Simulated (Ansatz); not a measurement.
C$_{2}$H$_{7}$BFNS, relaxed with RKS PBE0-D4/def2-TZVP in Ansatz from a PBE-D4/def2-SVP geometry. The force threshold is 0.005 eV/Å; the program also tests the step.

The species carries charge 0 and has multiplicity 1. The bonds changed during the relaxation, so this is another structure than the one it started from.

Start:

```xyz
13

B     1.006   -1.151    1.052
C     0.545    0.000    0.078
F     1.001    1.246    0.207
S    -0.182   -0.649    2.522
N    -0.362   -0.116   -0.881
C    -1.031    0.960   -1.595
H     2.196   -1.110    1.331
H     0.598   -2.229    0.622
H     0.547    0.398    3.000
H    -0.709   -1.074   -0.993
H    -1.156    0.687   -2.661
H    -2.031    1.161   -1.155
H    -0.422    1.878   -1.527
```

```json
{"step": "1", "energy (eV)": "-17898.4112", "largest force (eV/Å)": "0.950", "largest move (Å)": "0.000"}
{"step": "2", "energy (eV)": "-17898.4669", "largest force (eV/Å)": "0.389", "largest move (Å)": "0.029"}
{"step": "3", "energy (eV)": "-17898.4732", "largest force (eV/Å)": "0.138", "largest move (Å)": "0.027"}
{"step": "4", "energy (eV)": "-17898.4742", "largest force (eV/Å)": "0.060", "largest move (Å)": "0.010"}
{"step": "5", "energy (eV)": "-17898.4747", "largest force (eV/Å)": "0.026", "largest move (Å)": "0.010"}
{"step": "6", "energy (eV)": "-17898.4750", "largest force (eV/Å)": "0.018", "largest move (Å)": "0.018"}
{"step": "7", "energy (eV)": "-17898.4751", "largest force (eV/Å)": "0.014", "largest move (Å)": "0.014"}
{"step": "8", "energy (eV)": "-17898.4751", "largest force (eV/Å)": "0.008", "largest move (Å)": "0.008"}
{"step": "9", "energy (eV)": "-17898.4751", "largest force (eV/Å)": "0.004", "largest move (Å)": "0.004"}
```

End:

```xyz
13

B     0.986   -1.129    1.048
C     0.522    0.017    0.078
F     0.973    1.246    0.205
S    -0.146   -0.688    2.552
N    -0.376   -0.104   -0.857
C    -1.018    0.955   -1.607
H     2.163   -1.075    1.291
H     0.593   -2.185    0.604
H     0.568    0.337    3.043
H    -0.724   -1.046   -0.956
H    -1.129    0.645   -2.646
H    -2.003    1.172   -1.188
H    -0.408    1.853   -1.567
```

Run time 16 s (2 threads of an AMD EPYC 7R13 on a shared host and a share of an NVIDIA H100 80 GB); peak host memory 0.89 GiB.
